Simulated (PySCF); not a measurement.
What settings do to a single point of Tl(CCH)

The sound run of Tl(CCH) (singlet) uses PySCF 2.14.0, RKS r2SCAN, Tl def2-SVP with ECP60, C def2-SVP, H def2-SVP; non-relativistic Hamiltonian with scalar-relativistic core potentials where named; density fitting; no spin-orbit coupling, grid (50, 194), threshold 1e-8 Eh and 55 cycles, at the relaxed geometry:

```xyz
4

Tl    0.0000    0.0000   -0.2086
C     0.0000    0.0000    2.1074
C     0.0000    0.0000    3.3400
H     0.0000    0.0000    4.4173
```

There Tl1 has a Mulliken charge of 0.39 e and the dipole about the centre of mass is 1.89 D. Each run below changes one thing and starts from free metal ions and neutral atoms unless it says otherwise; with 55 cycles, smearing, a level shift and second-order steps follow where DIIS fails, and their cycles count. Energy shifts count from the sound run.

| change | outcome | cycles | energy shift (eV) | largest force component (eV/Å) | charge on Tl1 (e) | dipole about the centre of mass (D) |
| --- | --- | --- | --- | --- | --- | --- |
| C2 put 0.5 Å from Tl1, limit 71 cycles | not converged | 71 | – | – | – | – |
| all coordinates × 0.94 | converged | 11 | 0.48 | 7.07 | 0.31 | 0.69 |
| start from a density of up to 30 smeared cycles (not counted) | converged | 7 | 0.0000 | 0.00 | 0.39 | 1.89 |
| cycle limit 5 | not converged | 5 | – | – | – | – |

Q: How does the run with this change end: threshold 0.001?

A: outcome converged, cycles 9, energy shift (eV) 0.0000, largest force component (eV/Å) 0.01, charge on Tl1 (e) 0.39, dipole about the centre of mass (D) 1.88.

Forces carry noise of the integration grid, about 0.01 to 0.03 eV/Å.

No frequency check is given that shows the relaxed geometry to be a minimum.
